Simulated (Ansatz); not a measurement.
Reaction (cleavage of the Si–Al bond): `[AlH2][SiH2]C[SiH3]` + H–F → `F[SiH2]C[SiH3]` + `[AlH3]`

Gas-phase electronic energies from Ansatz, PBE0-D4/def2-TZVP geometries. CCSD(T)/CBS adds triple-zeta CCSD(T) − MP2 to the extrapolated MP2 energy (def2 sets, frozen cores). This one scheme is used for every species. Functionals use def2-TZVPP. Each species was taken in one conformer, which may not be the lowest.

CCSD(T)/CBS gives -29.3 kcal/mol.

Question: Another level gave -29.5 kcal/mol. Which?
A. ωB97M-V/def2-TZVPP
B. PBE0/def2-TZVPP
C. B2PLYP/def2-TZVPP
D. CCSD(T)/def2-TZVPP

Answer: D. CCSD(T)/def2-TZVPP -29.5, PBE0 -25.7, ωB97M-V -31.2, B2PLYP -33.5 kcal/mol.

Largest T1 diagnostic among the species: 0.012.

In def2-TZVPP, CCSD(T) changes the Hartree–Fock value by +13.0 kcal/mol (the triples alone add +1.9 kcal/mol) and MP2 by +11.6 kcal/mol. The D4 term adds +2.9 kcal/mol with B3LYP and +1.6 kcal/mol with PBE0; it sums over pairs of atoms, weighted by their polarisabilities, and B3LYP, whose exchange is more repulsive, gets the larger term. From PBE to PBE0 (25 % exact exchange), in def2-TZVPP and without D4, ΔE moves by −1.5 kcal/mol.

B3LYP here is the variant with VWN-RPA as its local correlation; programs differ in this.
